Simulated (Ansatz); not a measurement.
```yaml
crystal:
  periodic: [false, false, false]
  atoms:
    - {symbol: F, position_ang: [-1.100203, -1.811753, -0.193683]}
    - {symbol: C, position_ang: [0.107053, -1.135220, -0.187703]}
    - {symbol: C, position_ang: [-0.019429, 0.170429, 0.484162]}
    - {symbol: F, position_ang: [-0.146428, 0.146268, 1.816039]}
    - {symbol: C, position_ang: [-0.011670, 1.347566, -0.125747]}
    - {symbol: F, position_ang: [0.098665, 1.495416, -1.423512]}
    - {symbol: F, position_ang: [-0.102828, 2.497048, 0.485326]}
    - {symbol: H, position_ang: [0.433471, -0.998294, -1.220029]}
    - {symbol: H, position_ang: [0.829869, -1.757660, 0.348146]}
basis:
  gaussian: {orbitals: x2c-TZVPPall}
total_charge: -1
magnetization: {spin_polarized: true, initial_magnetization: 1}
hamiltonian: {xc: {name: HF}}
correlation: {active_space: {window: {electrons: 3, orbitals: 2}}}
accuracy: high
```

```sh
$ ansatz run in.yaml --threads 4 --pin off --events-out ev --progress --plain --max-ram 10444MiB
```

**Question.** How does Ansatz answer? (Best estimate.)

**Answer.** Ansatz gave: The input was rejected before any iteration.
```
Error: invalid value for `correlation.active_space`: it starts from restricted Hartree–Fock orbitals; set hamiltonian.xc: hf without magnetization.spin_polarized
```
